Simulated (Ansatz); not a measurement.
Molecule: sum formula H$_{4}$SiNO$_{2}$ (charge 0, doublet). It need not be the lowest isomer of its formula. 
Structure (B3LYP-D3(BJ)/def2-TZVP (Ansatz, a first-principles code) minimum search):
```
Si
O 1 1.6581
H 2 0.9607 1 116.46
O 1 1.6581 2 115.94 3 91.33
H 4 0.9607 1 116.46 2 -91.33
N 1 1.7058 2 104.19 3 -154.84
H 6 1.0069 1 121.19 2 42.02
H 6 1.0069 7 112.93 1 -155.97
```
Charge 0, spin multiplicity 2.

Parts of the frozen-core correlation energy in cc-pwCVTZ (Ansatz, hartree). Frozen orbitals: 8; correlated occupied orbitals by spin: 13 and 12; virtual: 223 and 224. Open shells are spin-unrestricted. Spin-orbit coupling is left out. Non-relativistic.

| term | value |
|---|---|
| reference (HF) | -495.64059 |
| MP2 opposite-spin | ___ |
| MP2 same-spin | ___ |
| CCSD correlation | ___ |
| (T) | -0.03108 |
| T1 diagnostic | 0.014 |
| largest doubles amplitude | 0.028 |
| <S^2> of the reference | 0.755 |

### Question
Complete the blanks.

### Answer

- MP2 opposite-spin, value: -0.60724
- MP2 same-spin, value: -0.20512
- CCSD correlation, value: -0.82623
